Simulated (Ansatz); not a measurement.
Born–Oppenheimer molecular dynamics of BCl$_{2}$H$_{3}$O (7 atoms, charge 0, multiplicity 1). It starts at the highest image of a converged band. Of that band: Neighbouring images differ by up to 2.3 eV, so the band resolves the path poorly. A vibrational analysis at the climbing image gives one clearly imaginary mode, 1330i cm⁻¹: a first-order saddle point.

These are results of Ansatz 0.2.0, RHF/def2-SVP, not measurements.

```yaml
ensemble: NVE (velocity Verlet)
time_step: 0.5 fs
steps_asked: 200
starting_velocities_drawn_for: 100 K
seed: 11785
```

First frame:

```xyz
7
Properties=species:S:1:pos:R:3
B 0.143 0.060 -0.011
H 0.159 -0.367 1.260
Cl 1.746 -0.175 -0.706
O -0.968 -0.233 -0.691
H -1.796 0.025 -0.316
Cl -0.049 2.104 0.844
H 0.081 0.592 1.368
```

(1) How far do the bonds stretch over the last three quarters of this one trajectory? (Pairs bonded in most of those frames.)

Answers

(1) 
```csv
bond,mean (Å),spread (Å),shortest,longest
B1–Cl3,1.794,0.078,1.62,1.88
B1–O4,1.340,0.042,1.27,1.41
B1–Cl6,1.778,0.079,1.66,1.95
H2–H7,0.754,0.040,0.69,0.81
O4–H5,0.949,0.009,0.93,0.96
```

Mean temperature of the second half: 2859 K. The conserved energy stayed within 0.34 meV per atom of its start (net change 0.15 meV per atom), so the integration is sound. The system heated up, since it started high on the potential surface and ran downhill. A run of 0.1 ps of so small a system gives no equilibrium averages. The orbitals stay closed-shell, which can raise the energy where a bond breaks towards radicals; this wasn't checked here.

Run time: 3.3 min on 1 thread of Arm Neoverse V2, on a shared host, peak memory 0.16 GiB.
